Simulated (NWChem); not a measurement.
C₃H₈As, doublet; SMILES C[C](C)[AsH2]

```xyz
12

C     -0.0394     1.6446     1.2807
C      0.1204     0.8979     0.0000
C     -0.0394     1.6446    -1.2807
As    -0.0501    -1.0222     0.0000
H     -1.0866     1.9717     1.4454
H      0.5712     2.5655     1.2732
H      0.2571     1.0538     2.1609
H      0.5712     2.5655    -1.2732
H     -1.0866     1.9717    -1.4454
H      0.2571     1.0538    -2.1609
H      0.9608    -1.2859    -1.1137
H      0.9608    -1.2859     1.1137
```
Atoms are numbered in this order, from 1.

Computed with NWChem. Spin-unrestricted. In the optimisation the excess spin sits in a' (Cs, its own frame). Coordinates come from a PBE0/def2-SVP, spin-unrestricted optimisation. No frequency run checked for a minimum. No stability test was run on the SCF state. Total energies compare along this basis series because the functional is fixed.

```json
[
 {"level": "CAM-B3LYP/STO-3G", "basis functions": "41", "energy (Ha)": "-2328.2266", "highest occupied level (eV)": "-4.17", "lowest empty minus highest occupied level, either spin (eV)": "7.75", "dipole (D)": "0.77"},
 {"level": "CAM-B3LYP/def2-SVP", "basis functions": "114", "energy (Ha)": "-2354.6245", "highest occupied level (eV)": "-6.36", "lowest empty minus highest occupied level, either spin (eV)": "6.42", "dipole (D)": "0.88"},
 {"level": "CAM-B3LYP/def2-SVPD", "basis functions": "162", "energy (Ha)": "-2354.6335", "highest occupied level (eV)": "-6.44", "lowest empty minus highest occupied level, either spin (eV)": "6.29", "dipole (D)": "0.92"},
 {"level": "CAM-B3LYP/def2-TZVP", "basis functions": "189", "energy (Ha)": "-2355.0340", "highest occupied level (eV)": "-6.42", "lowest empty minus highest occupied level, either spin (eV)": "6.29", "dipole (D)": "0.90"}
]
```
